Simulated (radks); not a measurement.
Values are calculated unless marked as measured or tabulated.
Q: Species: Ge+. Configuration: [Ar] 3d9 4s2 4p2 (not the ground configuration). Level of theory: scalar-relativistic Kohn-Sham, BLYP, spin-polarised, spherical densities, point nucleus; open shells are filled with parallel spins first (a radial shooting solver on a logarithmic mesh with Libxc functionals). Some entries of the table are withheld. Estimate them.

orbital,occ.,eigenvalue (Ry),<1/r> (bohr^-1)
1s up,1,-807.3945,32.38
1s down,1,-807.3871,32.38
2s up,1,-102.5049,7.104
2s down,1,-102.4406,7.107
2p up,3,-89.78903,6.966
2p down,3,-89.73681,6.969
3s up,1,-13.88614,2.302
3s down,1,-13.77324,2.299
3p up,3,(1),2.154
3p down,3,(2),2.151
3d up,5,-3.61057,(3)
3d down,4,-3.49613,(4)
4s up,1,-1.71219,0.6877
4s down,1,-1.58736,0.6870
4p up,2,(5),0.5573
4p down,0,(6),0.5447

A: 
(1) 3p up eigenvalue (Ry): -9.99042
(2) 3p down eigenvalue (Ry): -9.87839
(3) 3d up <1/r> (bohr^-1): 1.840
(4) 3d down <1/r> (bohr^-1): 1.836
(5) 4p up eigenvalue (Ry): -1.00447
(6) 4p down eigenvalue (Ry): -0.88893
